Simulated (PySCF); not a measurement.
# One molecule, several mistakes: BCGeH6O

These are calculations, not measurements. The program is PySCF 2.14.0, an open-source quantum chemistry code, run on an isolated molecule that a program drew, which may never have been made. The molecule is BCGeH6O (charge 0, doublet), drawn as the SMILES string `[BH][GeH]([CH3])[OH]`.

Each row is a Hartree-Fock (HF) and frozen-core CCSD(T) single point in the cc-pVDZ basis, meant for a local HF minimum. Run 1 is clean. Each other run has one planted mistake out of seven kinds, and not every kind appears here: one electron removed, one electron added, multiplicity raised by two, geometry at a saddle point, minimal basis STO-3G, one bond length entered in bohr, all coordinates scaled. The reference is restricted for singlets and unrestricted otherwise, and also for a bond in bohr. Adding or removing an electron swaps singlet and doublet. Electrons count all cores. HOMO and LUMO are orbital energies over both spins, the gradient is its largest component, and the lowest frequency (negative if imaginary) is given only where the gradient is small. Bond lengths are over the 9 bonds as drawn. T1 is the CCSD diagnostic: over 0.02 (restricted) or 0.045 (unrestricted) a single reference is doubtful. Germanium has the cc-pVDZ-PP basis, with a core potential (ECP10MDF) in place of its 10 inner electrons, and its 3s, 3p and 3d shells are frozen in CCSD(T).

Geometry of the clean run:
```xyz
10
BCGeH6O, angstrom
B    -0.1442    2.2886    0.4474
Ge    0.2089    0.3775   -0.2511
C     0.0665   -0.9780    1.1588
O    -1.0324    0.0491   -1.5003
H     0.4501    2.9896    1.2123
H     1.5897    0.2735   -0.9284
H     0.1820   -1.9778    0.7344
H    -0.9081   -0.9205    1.6472
H     0.8461   -0.8290    1.9094
H    -0.9093   -0.7578   -1.9785
```

| run | electrons | basis functions | <S^2> | HOMO (eV) | LUMO (eV) | gradient (hartree/bohr) | lowest frequency (cm^-1) | mean bond (Å) | longest bond (Å) | T1 | HF (hartree) | CCSD(T) (hartree) | mistake |
|---|---|---|---|---|---|---|---|---|---|---|---|---|---|
| 1 | 57 | 95 | 0.757 | -8.96 | 1.11 | 2.9e-05 | 115 | 1.4197 | 2.065 | 0.0126 | -434.22935 | -434.77890 | no fault |
| 2 | 57 | 95 | 1.465 | -9.04 | 1.05 | 1.8e-02 | - | 1.5277 | 2.065 | 0.0549 | -434.10161 | -434.64844 | one bond length entered in bohr |
| 3 | 57 | 95 | 0.757 | -9.00 | 1.06 | 2.0e-02 | - | 1.4523 | 2.113 | 0.0131 | -434.22480 | -434.77889 | all coordinates scaled |
| 4 | 58 | 95 | 0.000 | 0.08 | 7.53 | 5.1e-02 | - | 1.4197 | 2.065 | 0.0140 | -434.17935 | -434.76786 | one electron added |
| 5 | 56 | 95 | 0.000 | -16.24 | -6.51 | 5.8e-02 | - | 1.4197 | 2.065 | 0.0177 | -433.94441 | -434.48766 | one electron removed |
| 6 | 57 | 95 | 3.761 | -8.09 | -1.76 | 5.2e-02 | - | 1.4197 | 2.065 | 0.0221 | -434.10833 | -434.64934 | ? |

**Which mistake was planted in run 6, and what did it cost?**

Electrons, basis and geometry are unchanged, and <S^2> is 3.761, beside S(S+1) = 3.75 for a multiplicity of 4. So the mistake is: multiplicity raised by two. Subtracting run 1 and multiplying by 627.51 kcal/mol a hartree, the energy moved by 75.9 kcal/mol in HF and 81.3 kcal/mol in CCSD(T).

Cautions from the logs. Run 2: T1 is over the limit, so its CCSD(T) energy is less reliable; run 4: the HOMO is above zero, so the electron isn't bound and the energy depends on the basis.
